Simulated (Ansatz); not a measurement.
`[SiH3][S][SnH3]` + `[SiH3][AlH][SH]` → `[SiH3][AlH][S][SiH3]` + `[SH][SnH3]`  (ligand exchange at the Si–S bond)

Computed with Ansatz on PBE0-D4/def2-TZVP structures; ΔE is electronic, products minus reactants. CBS: MP2 limit from def2 TZ/QZ plus the TZ coupled-cluster correction, frozen cores. DFT in def2-TZVPP. Elements past krypton have def2 core potentials. For Sn outer-core shells are correlated without core-valence functions, which leaves a few kJ/mol of doubt a bond. One conformer a species, not always the lowest.

```csv
level,ΔE (kcal/mol)
BHLYP-D4,0.3
PBE0,0.6
LC-ωPBE,0.5
MP2/def2-QZVPP,0.7
```

Q: What does CCSD(T)/CBS give? (Estimate.)

A: Computed: +0.7 kcal/mol. The listed levels differ from it by -0.4, -0.1, -0.2, 0.0 kcal/mol.

Largest T1 diagnostic among the species: 0.013.

Leaving LDA and LC-ωPBE aside and taking each functional with its dispersion term where it has one, the values, not all of them listed here, spread over 0.8 kcal/mol, from revPBE-D4 to B2PLYP. The D4 term adds −0.8 kcal/mol with B3LYP and −0.5 kcal/mol with PBE0; it sums over pairs of atoms, weighted by their polarisabilities, and B3LYP, whose exchange is more repulsive, gets the larger term.

B3LYP here is the variant with VWN-RPA as its local correlation; programs differ in this.
